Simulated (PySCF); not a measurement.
## Sb(OH)₃: from structure and modes to constants

Method: PBE0 in PySCF with Sb def2-SVP with ECP28, O def2-SVP, H def2-SVP; scalar-relativistic core potentials, no spin–orbit coupling; density-fitted integrals.

The singlet minimum has C3 symmetry. Masses (u): Sb 120.90382, O 15.99492, H 1.00782.

```xyz
7
charge 0 multiplicity 1, angstrom
Sb    0.0000    0.0000   -0.3234
O     1.6849    0.0963    0.7211
O    -0.9259    1.4110    0.7211
O    -0.7590   -1.5073    0.7211
H     1.6479   -0.5629    1.4289
H    -0.3365    1.7086    1.4289
H    -1.3114   -1.1457    1.4289
```

Harmonic wavenumbers (cm⁻¹): 139.1 (e, ×2), 215.3 (a, ×1), 290.5 (e, ×2), 390.8 (a, ×1), 613.7 (e, ×2), 636.3 (a, ×1), 835.6 (e, ×2), 864.2 (a, ×1), 3843.8 (a, ×1), 3844.6 (e, ×2).

(1) Find the principal moments of inertia and the rotational constants. What kind of rotor is it?

(2) What is the harmonic zero-point energy?

## Answers

(1) About the centre of mass I = 116.68, 116.68, 145.83 u Å². With B = 16.8576/I this gives 0.1445, 0.1445, 0.1156 cm⁻¹. The molecule is an oblate symmetric top.

(2) Half the sum of all 15 wavenumbers, 17397/2 = 8699 cm⁻¹, which is 104.1 kJ/mol (1 cm⁻¹ = 0.0119627 kJ/mol).

Only a few start shapes were tried, so a lower isomer may exist.
